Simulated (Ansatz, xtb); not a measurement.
Relative energy of two isomers of C6H7NO2

Structure X: `CC(=O)C/C(O)=C\C#N`, a singlet. Structure Y: `CC(=O)CC(=O)CC#N`, a singlet. Both are isolated molecules in the gas phase, relaxed with r2SCAN-D4/def2-SVP; each stands in its lowest conformer found.

Task: Which of the two would you expect CCSD(T)/def2-SVP + ΔMP2/def2-TZVPP electronic energies to favour?

Result: Structure Y; the calculation gives E(Y) − E(X) = −2.7 kcal/mol.

Level by level:

| level | geometry | E(Y) − E(X) (kcal/mol) | departure from the last row (kcal/mol) | job, with rough time for the two |
| --- | --- | --- | --- | --- |
| r2SCAN-D4/def2-SVP | r2SCAN-D4/def2-SVP | +1.1 | +3.7 | optimisation, 4.7 min |
| HF/def2-SVP | r2SCAN-D4/def2-SVP | −7.0 | −4.4 | part of the CCSD(T) run |
| MP2/def2-SVP | r2SCAN-D4/def2-SVP | −4.6 | −2.0 | part of the CCSD(T) run |
| CCSD(T)/def2-SVP | r2SCAN-D4/def2-SVP | −5.2 | −2.6 | single point |
| CCSD(T)/def2-SVP + ΔMP2/def2-TZVPP | r2SCAN-D4/def2-SVP | −2.7 |  | single point, 6.3 min |

As drawn, Y has 1 C–C, 1 C=O, 1 C–H in place of 1 C–O, 1 C=C, 1 O–H.

r2SCAN-D4/def2-SVP puts the two in the other order. The largest departure from CCSD(T)/def2-SVP + ΔMP2/def2-TZVPP is that of HF/def2-SVP, 4.4 kcal/mol. No reliable frequencies are at hand for Y, so it isn't confirmed as a minimum. Levels run at GFN2-xTB geometries aren't shown. The last row adds to CCSD(T) the change of the MP2 difference between the two basis sets, here +2.6 kcal/mol.

The correlated steps freeze 9 core orbitals. Programs: Ansatz 0.2.0, xtb 6.7.1; the last row on 2 threads of Arm Neoverse V1 on a shared host.
